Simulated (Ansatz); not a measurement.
Basis-set series for C2H4O3Si, SMILES `O=C(O)C(=O)[SiH3]`. Charge 0, multiplicity 1. The structure was optimised at the PBE0-D4/def2-TZVP level. It is one conformer, not always the lowest.

Z-matrix (Å, degrees):
```
Si
C 1 1.938
H 1 1.483 2 109.3
H 1 1.483 2 109.2 3 -121.3
H 1 1.482 2 106.0 3 119.4
O 2 1.200 1 124.7 3 -119.8
C 2 1.537 1 113.9 3 60.3
O 7 1.325 2 114.5 1 -179.6
O 7 1.203 2 120.0 1 0.4
H 8 0.969 7 107.6 2 180.0
```

```csv
functional,basis,functions,energy (Eh),HOMO (eV),LUMO (eV)
PBE0-D4,def2-SVP,108,-593.00207,-7.34,-2.55
PBE0-D4,def2-QZVPP,475,-593.48265,-7.52,-2.79
ωB97M-V,def2-SVP,108,-593.33028,-9.62,-0.15
ωB97M-V,def2-QZVPP,475,-593.81938,-9.83,-0.47
```

(1) Give the rows for def2-TZVPP. (An estimate is asked.)

Answers

(1) Ansatz gave: 
```json
{"functional": "PBE0-D4", "basis": "def2-TZVPP", "functions": "253", "energy (Eh)": "-593.45682", "HOMO (eV)": "-7.49", "LUMO (eV)": "-2.74"}
{"functional": "ωB97M-V", "basis": "def2-TZVPP", "functions": "253", "energy (Eh)": "-593.79524", "HOMO (eV)": "-9.80", "LUMO (eV)": "-0.41"}
```
